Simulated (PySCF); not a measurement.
Si(Me)2(OH)(PH2) (C2H9OPSi), SMILES C[Si](C)(O)P.

Geometry optimised at B3LYP-D3(BJ)/def2-SVP. The values are those of a single conformer.

Computed with TDDFT-PBE/def2-SVPD (PySCF).

Vertical excitations. 

Task: Estimate the UV-visible absorptions. (An estimate is asked for; the answer gives what the named calculation found.)

Result: 
| state | energy (eV) | λ (nm) | f | main pairs |
|---|---|---|---|---|
| S1 | 5.40 | 230 | 0.011 | HOMO→LUMO 99 % |
| S2 | 6.02 | 206 | 0.017 | HOMO→LUMO+1 95 % |
| S3 | 6.17 | 201 | 0.022 | HOMO−1→LUMO 99 % |
| S4 | 6.52 | 190 | 0.026 | HOMO→LUMO+3 47 %, HOMO→LUMO+2 44 % |
| S5 | 6.68 | 185 | 0.014 | HOMO−1→LUMO+1 96 % |
| S6 | 6.80 | 182 | 0.053 | HOMO→LUMO+4 37 %, HOMO→LUMO+3 28 %, HOMO→LUMO+2 21 % |
| S7 | 6.84 | 181 | 0.007 | HOMO−2→LUMO 90 % |
| S8 | 6.93 | 179 | 0.078 | HOMO→LUMO+5 50 %, HOMO→LUMO+4 31 % |
| S9 | 7.01 | 177 | 0.066 | HOMO−1→LUMO+2 46 %, HOMO→LUMO+5 29 %, HOMO→LUMO+4 12 % |
| S10 | 7.07 | 175 | 0.139 | HOMO−1→LUMO+2 46 %, HOMO→LUMO+4 13 %, HOMO→LUMO+2 12 %, HOMO→LUMO+5 11 % |
| T1 | 5.21 | 238 | 0 | HOMO→LUMO 91 % |
| T2 | 5.48 | 226 | 0 | HOMO→LUMO+1 84 % |
| T3 | 5.72 | 217 | 0 | HOMO→LUMO+2 83 % |
| T4 | 6.00 | 207 | 0 | HOMO−1→LUMO 98 % |
Triplets are in the Tamm–Dancoff approximation, which puts them higher than full response would, so one can lie above its singlet here.
